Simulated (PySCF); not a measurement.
CH3OS, SMILES O=[S]C, multiplicity 2.

Coordinates come from a r2SCAN-D4/def2-TZVP optimisation. The isomer is the one that the SMILES or the coordinates give; other isomers of the formula were not compared.

Level of theory: TDA-LC-ωPBE/def2-SVPD run with PySCF.

Vertical excitations. The molecule is in vacuum.

```json
[
 {"state": "root 1", "energy (eV)": "2.38", "λ (nm)": "521", "f": "0.001", "main pairs": "β HOMO→LUMO 97 %"},
 {"state": "root 2", "energy (eV)": "5.30", "λ (nm)": "234", "f": "0.051", "main pairs": "β HOMO−1→LUMO 87 %"},
 {"state": "root 3", "energy (eV)": "5.37", "λ (nm)": "231", "f": "0.000", "main pairs": "α HOMO→LUMO+1 40 %, α HOMO→LUMO+5 30 %, α HOMO→LUMO 22 %"},
 {"state": "root 4", "energy (eV)": "5.60", "λ (nm)": "221", "f": "0.000", "main pairs": "β HOMO−2→LUMO 86 %"},
 {"state": "root 5", "energy (eV)": "6.38", "λ (nm)": "194", "f": "0.000", "main pairs": "α HOMO−1→LUMO+1 16 %, α HOMO−1→LUMO+5 14 %, α HOMO−1→LUMO 9 %, β HOMO→LUMO+2 24 %, β HOMO→LUMO+6 19 %, β HOMO→LUMO+1 9 %"},
 {"state": "root 6", "energy (eV)": "6.52", "λ (nm)": "190", "f": "0.002", "main pairs": "α HOMO→LUMO+2 29 %, α HOMO→LUMO+6 26 %, α HOMO→LUMO 17 %, α HOMO→LUMO+1 12 %"},
 {"state": "root 7", "energy (eV)": "6.84", "λ (nm)": "181", "f": "0.014", "main pairs": "α HOMO→LUMO 36 %, α HOMO→LUMO+2 33 %, α HOMO→LUMO+1 20 %"},
 {"state": "root 8", "energy (eV)": "7.26", "λ (nm)": "171", "f": "0.003", "main pairs": "β HOMO−3→LUMO 92 %"},
 {"state": "root 9", "energy (eV)": "7.28", "λ (nm)": "170", "f": "0.024", "main pairs": "α HOMO−1→LUMO+1 35 %, α HOMO−1→LUMO+5 14 %, β HOMO→LUMO+2 22 %, β HOMO→LUMO+6 8 %"},
 {"state": "root 10", "energy (eV)": "7.41", "λ (nm)": "167", "f": "0.002", "main pairs": "α HOMO−1→LUMO+2 14 %, α HOMO−1→LUMO+6 13 %, α HOMO−1→LUMO 6 %, β HOMO→LUMO+3 16 %, β HOMO→LUMO+7 12 %, β HOMO→LUMO+2 11 %"}
]
```
Unrestricted roots are not spin-pure.
